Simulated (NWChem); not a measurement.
All runs are NWChem calculations. System: HAlI2, charge 0, spin multiplicity 1, at a geometry optimised with B3LYP/def2-SVP with def2 effective core potentials on I. The structure started from a generated list of species. Level: G0W0@PBE/def2-SVP with def2 effective core potentials on I, RI basis def2-svp-rifit, no spin-orbit coupling.

Input file:

```
start mol
memory heap 200 mb stack 700 mb global 1700 mb
geometry units angstroms nocenter noautoz
  Al     0.000000     0.000000     1.080398
  H      0.000000     0.000000     2.650255
  I      2.147371     0.000000    -0.157504
  I     -2.147371     0.000000    -0.157504
  symmetry group C2v
end
basis spherical
  * library def2-svp
end
ecp
  I library def2-ecp
end
basis "ri basis" bse spherical
  * library def2-svp-rifit
end
dft
  xc xpbe96 cpbe96
  iterations 100
  direct
  tolerances tight
end
task dft energy
gw
  states alpha occ 4 vir 2
end
task dft gw
```

Output (cleaned and shortened):

```
             Northwest Computational Chemistry Package (NWChem) 7.3.0
             --------------------------------------------------------

                                NWChem Input Module
                                -------------------

 Scaling coordinates for geometry "geometry" by  1.889725989
 (inverse scale =  0.529177249)

 Turning off AUTOSYM since
 SYMMETRY directive was detected!

                             Geometry "geometry" -> ""
                             -------------------------

 Output coordinates in angstroms (scale by  1.889725989 to convert to a.u.)

  No.       Tag          Charge          X              Y              Z
 ---- ---------------- ---------- -------------- -------------- --------------
    1 Al                  13.0000     0.00000000     0.00000000     1.08039800
    2 H                    1.0000     0.00000000     0.00000000     2.65025500
    3 I                   53.0000     2.14737100     0.00000000    -0.15750400
    4 I                   53.0000    -2.14737100     0.00000000    -0.15750400

 Effective nuclear repulsion energy (a.u.)     660.5596231135

            Nuclear Dipole moment (a.u.)
            ----------------------------
        X                 Y               Z
 ---------------- ---------------- ----------------
     0.0000000000     0.0000000000     0.0000094486

      Symmetry information
      --------------------

 Group name             C2v
 Group number             16
 Group order               4
 No. of unique centers     3

      Symmetry unique atoms

     1    2    3


 Summary of "ao basis" -> "" (spherical)
 ------------------------------------------------------------------------------
       Tag                 Description            Shells   Functions and Types
 ---------------- ------------------------------  ------  ---------------------
 *                          def2-svp                  on all atoms

 Summary of "ri basis" -> "" (spherical)
 ------------------------------------------------------------------------------
       Tag                 Description            Shells   Functions and Types
 ---------------- ------------------------------  ------  ---------------------
 *                       def2-svp-rifit               on all atoms

  pbe96 is a nonlocal functional; adding pw91lda local functional.

                                 NWChem DFT Module
                                 -----------------

 Summary of "ao basis" -> "ao basis" (spherical)
 ------------------------------------------------------------------------------
       Tag                 Description            Shells   Functions and Types
 ---------------- ------------------------------  ------  ---------------------
 Al                         def2-svp                 8       18   4s3p1d
 H                          def2-svp                 3        5   2s1p
 I                          def2-svp                10       26   4s4p2d

 Summary of "ao basis" -> "ao basis" (spherical)
 ------------------------------------------------------------------------------
       Tag                 Description            Shells   Functions and Types
 ---------------- ------------------------------  ------  ---------------------
 Al                         def2-svp                 8       18   4s3p1d
 H                          def2-svp                 3        5   2s1p
 I                          def2-svp                10       26   4s4p2d

      Symmetry analysis of basis
      --------------------------

        a1         30
        a2          9
        b1         23
        b2         13

            General Information
            -------------------
          SCF calculation type: DFT
          Wavefunction type:  closed shell.
          No. of atoms     :     4
          No. of electrons :    64
           Alpha electrons :    32
            Beta electrons :    32
          Charge           :     0
          Spin multiplicity:     1
          Use of symmetry is: on ; symmetry adaption is: on
          Maximum number of iterations: 100
          This is a Direct SCF calculation.
          AO basis - number of functions:    75
                     number of shells:    31
          Convergence on energy requested:  1.00D-06
          Convergence on density requested:  1.00D-05
          Convergence on gradient requested:  5.00D-04

              XC Information
              --------------
          PerdewBurkeErnzerhof Exchange Functional  1.000
            Perdew 1991 LDA Correlation Functional  1.000 local
           PerdewBurkeErnz. Correlation Functional  1.000 non-local

             Grid Information
             ----------------
          Grid used for XC integration:  medium
          Radial quadrature: Mura-Knowles
          Angular quadrature: Lebedev.
          Tag              B.-S. Rad. Rad. Pts. Rad. Cut. Ang. Pts.
          ---              ---------- --------- --------- ---------
          Al                  1.25       88           9.0       590
          H                   0.35       45          10.0       434
          I                   1.40      123          12.0       590
          Grid pruning is: on
          Number of quadrature shells:   256
          Spatial weights used:  Erf1

          Convergence Information
          -----------------------
          Convergence aids based upon iterative change in
          total energy or number of iterations.
          Levelshifting, if invoked, occurs when the
          HOMO/LUMO gap drops below (HL_TOL):  1.00D-02
          DIIS, if invoked, will attempt to extrapolate
          using up to (NFOCK): 10 stored Fock matrices.
[...]
      -------------------------------------------------

  Numbering of irreducible representations:

     1 a1          2 a2          3 b1          4 b2

  Orbital symmetries:

     1 a1          2 a1          3 b1          4 a1          5 b1
     6 a1          7 b2          8 a2          9 b1         10 a1
    11 a1         12 b1         13 b2         14 a1         15 b1
    16 a1         17 b2         18 a2         19 b1         20 a1
    21 b2         22 a2         23 b1         24 a1         25 b1
    26 a1         27 a1         28 b1         29 b2         30 a2
    31 b1         32 a1         33 b2         34 a1         35 b1
    36 a1         37 a1         38 b1         39 a1         40 a2
    41 b2         42 b1

   convergence    iter        energy       DeltaE   RMS-Dens  Diis-err    time
 ---------------- ----- ----------------- --------- --------- ---------  ------
 d= 0,ls=0.0,diis     1   -838.2458713818 -1.07D+03  2.09D-02  3.00D-01     0.6
 d= 0,ls=0.0,diis     2   -838.1516276105  9.42D-02  1.50D-02  7.07D-01     0.9
 d= 0,ls=0.0,diis     3   -838.2917018294 -1.40D-01  3.10D-03  2.65D-02     1.3
 d= 0,ls=0.0,diis     4   -838.2972264794 -5.52D-03  6.33D-04  9.62D-04     1.6
 d= 0,ls=0.0,diis     5   -838.2973508589 -1.24D-04  1.21D-04  6.66D-05     1.9
 d= 0,ls=0.0,diis     6   -838.2973625187 -1.17D-05  3.45D-05  3.31D-06     2.2
 d= 0,ls=0.0,diis     7   -838.2973633277 -8.09D-07  4.54D-06  7.40D-08     2.6

         Total DFT energy =     -838.297363327700
      One electron energy =    -1827.671048202212
           Coulomb energy =      825.055642356423
    Exchange-Corr. energy =      -63.331168475005
 Nuclear repulsion energy =      227.649210993094

 Numeric. integr. density =       63.999997690652

     Total iterative time =      2.3s

                  Occupations of the irreducible representations
                  ----------------------------------------------

                     irrep           alpha         beta
                     --------     --------     --------
                     a1               13.0         13.0
                     a2                4.0          4.0
                     b1               10.0         10.0
                     b2                5.0          5.0

                       DFT Final Molecular Orbital Analysis
                       ------------------------------------

 Vector   30  Occ=2.000000D+00  E=-2.521738D-01  Symmetry=a1
              MO Center=  3.0D-15,  5.2D-15,  9.0D-02, r^2= 6.4D+00
   Bfn.  Coefficient  Atom+Function         Bfn.  Coefficient  Atom+Function
  ----- ------------  ---------------      ----- ------------  ---------------
    36      0.400301  3 I  pz                62      0.400301  4 I  pz
    39      0.352820  3 I  pz                65      0.352820  4 I  pz
    20     -0.169338  2 H  s                 33     -0.162242  3 I  pz
    59     -0.162242  4 I  pz                19     -0.157288  2 H  s
    30     -0.131406  3 I  pz                56     -0.131406  4 I  pz

 Vector   31  Occ=2.000000D+00  E=-2.520444D-01  Symmetry=a2
              MO Center=  1.1D-13,  3.1D-15, -1.2D-01, r^2= 6.5D+00
   Bfn.  Coefficient  Atom+Function         Bfn.  Coefficient  Atom+Function
  ----- ------------  ---------------      ----- ------------  ---------------
    35      0.430307  3 I  py                61     -0.430307  4 I  py
    38      0.390593  3 I  py                64     -0.390593  4 I  py
    32     -0.175405  3 I  py                58      0.175405  4 I  py
    29     -0.142026  3 I  py                55      0.142026  4 I  py
    14      0.055209  1 Al d -2

 Vector   32  Occ=2.000000D+00  E=-2.439216D-01  Symmetry=b1
              MO Center=  1.4D-14, -2.4D-15, -9.3D-02, r^2= 6.6D+00
   Bfn.  Coefficient  Atom+Function         Bfn.  Coefficient  Atom+Function
  ----- ------------  ---------------      ----- ------------  ---------------
    36      0.335067  3 I  pz                62     -0.335067  4 I  pz
    39      0.288903  3 I  pz                65     -0.288903  4 I  pz
    34      0.286217  3 I  px                60      0.286217  4 I  px
    37      0.258104  3 I  px                63      0.258104  4 I  px
    33     -0.135674  3 I  pz                59      0.135674  4 I  pz

 Vector   33  Occ=0.000000D+00  E=-9.730304D-02  Symmetry=b2
              MO Center= -2.4D-14,  1.8D-13,  9.3D-01, r^2= 4.5D+00
   Bfn.  Coefficient  Atom+Function         Bfn.  Coefficient  Atom+Function
  ----- ------------  ---------------      ----- ------------  ---------------
    12      0.737531  1 Al py                 9      0.411076  1 Al py
    38     -0.278317  3 I  py                64     -0.278317  4 I  py
     6     -0.205119  1 Al py                35     -0.190333  3 I  py
    61     -0.190333  4 I  py                32      0.077454  3 I  py
    58      0.077454  4 I  py                29      0.061681  3 I  py

 Vector   34  Occ=0.000000D+00  E=-7.231576D-02  Symmetry=a1
              MO Center= -3.0D-14,  1.7D-14,  5.2D-01, r^2= 5.7D+00
   Bfn.  Coefficient  Atom+Function         Bfn.  Coefficient  Atom+Function
  ----- ------------  ---------------      ----- ------------  ---------------
     4      0.813825  1 Al s                  3      0.756884  1 Al s
    37      0.490582  3 I  px                63     -0.490582  4 I  px
    20     -0.372994  2 H  s                 13     -0.342927  1 Al pz
     2      0.317743  1 Al s                 27     -0.317878  3 I  s
    53     -0.317878  4 I  s                 34      0.255951  3 I  px

 Vector   35  Occ=0.000000D+00  E=-5.344014D-03  Symmetry=b1
              MO Center= -2.0D-14,  1.3D-16,  1.2D+00, r^2= 6.0D+00
   Bfn.  Coefficient  Atom+Function         Bfn.  Coefficient  Atom+Function
  ----- ------------  ---------------      ----- ------------  ---------------
    11      1.425903  1 Al px                27     -0.578901  3 I  s
    53      0.578901  4 I  s                 39     -0.437823  3 I  pz
    65      0.437823  4 I  pz                37      0.378388  3 I  px
    63      0.378388  4 I  px                 8      0.314359  1 Al px
    26     -0.190553  3 I  s                 52      0.190553  4 I  s

 center of mass
 --------------
 x =   0.00000000 y =   0.00000000 z =  -0.05467418

 moments of inertia (a.u.)
 ------------------
         159.389335642374           0.000000000000           0.000000000000
           0.000000000000        4338.701641096832           0.000000000000
           0.000000000000           0.000000000000        4179.312305454458

     Multipole analysis of the density
     ---------------------------------

     L   x y z        total         alpha         beta         nuclear
     -   - - -        -----         -----         ----         -------
     0   0 0 0     -0.000000    -32.000000    -32.000000     64.000000

     1   1 0 0      0.000000      0.000000      0.000000      0.000000
     1   0 1 0     -0.000000     -0.000000     -0.000000      0.000000
     1   0 0 1      0.207970     -8.229923     -8.229923     16.667816

     2   2 0 0    -50.648985   -436.996984   -436.996984    823.344983
     2   1 1 0      0.000000      0.000000      0.000000      0.000000
     2   1 0 1      0.000000      0.000000      0.000000      0.000000
     2   0 2 0    -48.489229    -24.244614    -24.244614      0.000000
     2   0 1 1      0.000000      0.000000      0.000000      0.000000
     2   0 0 2    -50.516817    -67.108791    -67.108791     83.700766

 Task  times  cpu:        2.6s     wall:        2.6s

                                NWChem Input Module
                                -------------------

                                 NWChem GW Module
                                 ----------------

                             ***********************
                             ***        GW       ***
                             ***********************

 Summary of "ri basis" -> "ri basis" (spherical)
 ------------------------------------------------------------------------------
       Tag                 Description            Shells   Functions and Types
 ---------------- ------------------------------  ------  ---------------------
 Al                      def2-svp-rifit             20       62   8s5p5d2f
 H                       def2-svp-rifit              6       14   3s2p1d
 I                       def2-svp-rifit             30      114   9s8p7d4f2g

                 Memory Information
                 ------------------
          Available GA per process is          1700.0 MBs
          Available stack per process is        700.0 MBs
          Available heap per process is           0.0 MBs

          Peak memory in Initialization
              Peak GA per process is                  6.5 MBs
              Peak stack per process is               0.0 MBs
              Peak heap per process is                7.0 MBs
              Memory not in MA per process            0.0 MBs

          Peak memory in AFF Calculation
              Peak GA per process is                 23.4 MBs
              Peak stack per process is              14.4 MBs
              Peak heap per process is                0.0 MBs
              Memory not in MA per process           14.4 MBs

          Computing 2-center integrals
          Computing Inverse Cholesky factor
          Computing 3-center integrals
          Computing V_xc ...

          Computing Sigma_x
          Computing RPA polarizability
          Solving quasiparticle equations

                  Alpha Orbitals
          State     Energy (eV)     Error (eV)
          -----------------------------------
@GW        29         -9.453           0.005
@GW        30         -9.185           0.002
@GW        31         -9.028           0.005
@GW        32         -8.894           0.005
@GW        33         -0.007           0.002
@GW        34          0.960           0.002

   Applying  -2.2567 eV scissor-shift to rest of particle states

   Applying   2.6411 eV scissor-shift to rest of hole states

     GW Timing Statistics
   ------------------------
   Init.   :          0.0s
     ERIs  :          0.3s
     Distr.:          0.0s
     Vxc   :          0.1s
   Sigma_x :          0.0s
   RPA     :          0.5s
   Wmn     :          0.0s
   Sigma_c :          0.0s
   GW total:          0.9s

 Task  times  cpu:        0.9s     wall:        0.9s

 Total times  cpu:        3.5s     wall:        3.5s
```
